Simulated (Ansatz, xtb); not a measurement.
## BrFGeH2Si: which of two structures lies lower

We compare I, a singlet given by its coordinates, with II, `F[SiH2][Ge][Br]`, a singlet. Both are isolated molecules in the gas phase, relaxed with r2SCAN-D4/def2-SVP; the shapes shown needn't be the lowest conformers.

I (Å):

```
atom    x (Å)    y (Å)    z (Å)
  Br   2.4325  -0.4568   0.1559
   F  -0.3798  -0.9409   1.2432
  Ge  -1.0474  -0.0485  -2.0159
  Si   0.2521  -0.6649  -0.2263
   H   0.4123   0.2099  -2.6027
   H  -0.3734   0.8909  -0.6430
```

Close contacts (Å): Br1–Si4 2.22, F2–Si4 1.62, Ge3–Si4 2.30, Ge3–H5 1.59, Ge3–H6 1.79, Si4–H6 1.73.

II (Å):

```csv
atom,x (Å),y (Å),z (Å)
Br,-2.6514,0.4227,0.7327
F,1.8295,0.8277,-1.1701
Ge,-1.0263,2.0855,0.3156
Si,0.3806,0.2853,-0.6314
H,0.6428,-0.7539,0.4129
H,-0.3259,-0.3509,-1.7869
```

Energies in hartree; the thermal terms are from r2SCAN-D4/def2-SVP harmonic frequencies (ideal gas, rigid rotor, one conformer each, 298.15 K, 1 atm) and include the zero-point energy:

|  | I | II |
| --- | --- | --- |
| E, CCSD(T)/def2-SVP | −5037.379534 | −5037.399001 |
| E, MP2/def2-SVP | −5037.341832 | −5037.359499 |
| E, MP2/def2-TZVPP | −5038.319011 | −5038.332626 |
| zero-point energy | 0.018892 | 0.020528 |
| H(298 K) − E | 0.025906 | 0.027976 |
| G(298 K) − E | −0.013599 | −0.012967 |

Problem. Correct the CCSD(T) difference for the basis set by the MP2 change, then work out ΔE, ΔE₀, ΔH and ΔG for I → II in kJ/mol (1 Eh = 2625.50 kJ/mol) and the equilibrium ratio [II]/[I].

Solution. 1. Differences II − I: CCSD(T) −0.019467, MP2 in the small set −0.017667, MP2 in the large set −0.013615 Eh.
2. ΔE = −0.019467 + (−0.013615 − (−0.017667)) = −0.015415 Eh = −40.47 kJ/mol.
3. ΔE₀ = ΔE + ΔZPE = −0.015415 + (+0.001636) Eh = −36.18 kJ/mol.
4. ΔH = ΔE + (+0.002070) Eh = −35.04 kJ/mol.
5. ΔG = ΔE + (+0.000632) Eh = −38.81 kJ/mol, so ΔS = (ΔH − ΔG)/T = +12.7 J/(mol K).
6. kT = 0.9442 mEh, so K = [II]/[I] = exp(−ΔG/kT) = exp(+15.66) ≈ 6.3 × 10^6.

Structure II is favoured at this temperature. An error of 4 kJ/mol in ΔG would change K by a factor of 5. Mirror images and further conformers aren't counted.

Other levels gave ΔE = −27.2 (r2SCAN-D4/def2-SVP); −96.1 (HF/def2-SVP); −46.4 (MP2/def2-SVP); −51.1 (CCSD(T)/def2-SVP) kJ/mol. The correlated steps freeze 24 core orbitals; the filled d shell of Br and Ge is correlated, in a basis made for valence electrons. Programs: Ansatz 0.2.0.
